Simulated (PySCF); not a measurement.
## Calculated NMR parameters of Cn1cccc1F

```yaml
Formula: C5H6FN
SMILES: Cn1cccc1F
InChI: InChI=1S/C5H6FN/c1-7-4-2-3-5(7)6/h2-4H,1H3
Point_group_of_the_computed_structure: C1
Degrees_of_unsaturation: 3
Carbon_signals: 5
Proton_signals: 4
```

Molfile (atoms numbered from 1):
```
C5H6FN
     RDKit          3D

 13 13  0  0  0  0  0  0  0  0999 V2000
   -1.8540   -0.1812    0.0900 C   0  0  0  0  0  0  0  0  0  0  0  0
   -0.4239   -0.0642    0.0125 N   0  0  0  0  0  0  0  0  0  0  0  0
    0.4824   -1.0742    0.1523 C   0  0  0  0  0  0  0  0  0  0  0  0
    1.7420   -0.5578    0.0340 C   0  0  0  0  0  0  0  0  0  0  0  0
    1.6170    0.8313   -0.1844 C   0  0  0  0  0  0  0  0  0  0  0  0
    0.2764    1.0794   -0.1854 C   0  0  0  0  0  0  0  0  0  0  0  0
   -0.3876    2.2336   -0.3526 F   0  0  0  0  0  0  0  0  0  0  0  0
   -2.1854   -1.0603   -0.4635 H   0  0  0  0  0  0  0  0  0  0  0  0
   -2.1812   -0.2742    1.1293 H   0  0  0  0  0  0  0  0  0  0  0  0
   -2.3109    0.7077   -0.3430 H   0  0  0  0  0  0  0  0  0  0  0  0
    0.1578   -2.0812    0.3220 H   0  0  0  0  0  0  0  0  0  0  0  0
    2.6614   -1.1040    0.0941 H   0  0  0  0  0  0  0  0  0  0  0  0
    2.4015    1.5455   -0.3229 H   0  0  0  0  0  0  0  0  0  0  0  0
  1  2  1  0
  2  3  1  0
  3  4  2  0
  4  5  1  0
  5  6  2  0
  6  7  1  0
  6  2  1  0
  1  8  1  0
  1  9  1  0
  1 10  1  0
  3 11  1  0
  4 12  1  0
  5 13  1  0
M  END
```

- shieldings: GIAO PBE0/pcSseg-1
- geometry: GFN2-xTB
- program: PySCF 2.14.0 with density-fitted response routines
- no solvent model, single conformer, rapidly exchanging positions averaged, non-relativistic

Referencing at the same level of theory: ¹H (σref 31.72) and ¹³C (σref 186.93) vs TMS; CFCl3 for ¹⁹F (σref 170.95); ¹⁵N (σref 267.73) against NH3.

| carbon | δC, type | δH (multiplicity) | HMBC from (2–3 bonds) | span of the C tensor (ppm) |
| --- | --- | --- | --- | --- |
| C1 | 31.0, CH3 | 3.61 (s) | H11 | 55 |
| C3 | 114.4, CH | 6.15 (m) | H12, H13, H8/H9/H10 | 134 |
| C4 | 111.2, CH | 6.26 (m) | H11, H13 | 179 |
| C5 | 90.8, CH | 5.66 (m) | H12, H11 | 118 |
| C6 | 154.6, C | – | H12, H11, H13, H8/H9/H10 | 94 |

Other nuclei:
```json
{"atoms": "F7", "nucleus": "¹⁹F", "environment": "aryl fluorine", "δ (ppm)": "-154.2", "σ (ppm)": "325.2"}
{"atoms": "N2", "nucleus": "¹⁵N", "environment": "pyrrole-type ring nitrogen", "δ (ppm)": "158.3", "σ (ppm)": "109.4"}
```

1. Carbon types of the structure: 1 × C, 3 × CH, 1 × CH3, which accounts for all hydrogens.
2. δC 154.6: aromatic carbon bearing fluorine; an ipso carbon deshielded by its heteroatom.
3. δC 114.4: aromatic CH next to a ring nitrogen.
4. δC 111.2, 90.8: aromatic CH.
5. δC 31.0: methyl carbon bonded to N; the inductive effect lowers its shielding.
6. δH 6.26, 5.66: hydrogen on an aromatic CH.

Splittings by ¹⁹F in the carbon and heteronuclear signals aren't shown, as no couplings were computed. Shifts are as computed. Against solution values, carbons near 30 ppm lie about +3 ppm off and those near 130 ppm about +5 ppm. Of 1211 compounds with measured shifts, 218 miss one by over three times the rms of a fit or turn the order of signals round; such compounds aren't used in these exercises. Unscaled 19F shifts against computed CFCl3 carry errors that often reach 10 to 50 ppm. Experimental scales use liquid or dissolved standards, which lie at an offset from isolated NH3 (liquid NH3: subtract about 20 ppm). Unscaled 15N shifts of sp2 nitrogen come out 20 to 40 ppm too high even then. No couplings were computed; multiplicities are counted from neighbouring protons, with m where these are inequivalent, close in shift, in a saturated or five-membered ring or joined by F or P, and br s for small geminal =CH2 splittings.
